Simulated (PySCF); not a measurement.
Give a PBE0-D3(BJ)/def2-SVP geometry of InChI=1S/C7H16O/c1-7(2)5-3-4-6-8/h7-8H,3-6H2,1-2H3.

```xyz
24
C7H16O angstrom
C     -2.5382    0.8366   -0.7121
C     -2.0949   -0.0996    0.4076
C     -3.1322   -1.1927    0.6397
C     -0.7182   -0.7140    0.1454
C      0.4318    0.2787    0.0490
C      1.7892   -0.3873   -0.1192
C      2.9400    0.5982   -0.2328
O      4.1935   -0.0223   -0.3263
H     -2.5807    0.3005   -1.6755
H     -1.8567    1.6914   -0.8352
H     -3.5425    1.2426   -0.5148
H     -2.0185    0.4967    1.3367
H     -2.8412   -1.8553    1.4697
H     -4.1196   -0.7677    0.8779
H     -3.2491   -1.8194   -0.2604
H     -0.7656   -1.3120   -0.7844
H     -0.4957   -1.4356    0.9514
H      0.2628    0.9707   -0.7941
H      0.4445    0.9091    0.9569
H      1.9932   -1.0640    0.7284
H      1.7735   -1.0263   -1.0228
H      2.9749    1.2309    0.6694
H      2.7559    1.2858   -1.0852
H      4.1869   -0.5825   -1.1092
```

Any rigid rotation of these coordinates is as good. Atoms count from 1 in this order. Of the pairs four or more bonds apart, H10···H18 is among the closest relative to their van der Waals radii: 2.24 Å, 93 % of the sum of Bondi's values. O8 (alcohol oxygen) is bent (angle 107.8°).

Bonds between heavy atoms (Å): C1–C2 1.525, C2–C3 1.525, C2–C4 1.530, C4–C5 1.522, C5–C6 1.521, C6–C7 1.519, C7–O8 1.402.

Computed, not measured: PBE0-D3(BJ)/def2-SVP geometry optimisation, gas phase in PySCF.

Point group: C1 (no symmetry element, even within 0.4 Å). No frequency check. The numbers are those of one conformer (C1–C2–C4–C5 62°, C2–C4–C5–C6 176°, C4–C5–C6–C7 179°, C5–C6–C7–O8 177°, C6–C7–O8–H 60°).

Hardware: one thread, AMD EPYC 9R45 (x86_64), on a shared host. Cost: 38 s wall, 0.87 GiB resident at most. These figures are those of the optimisation.
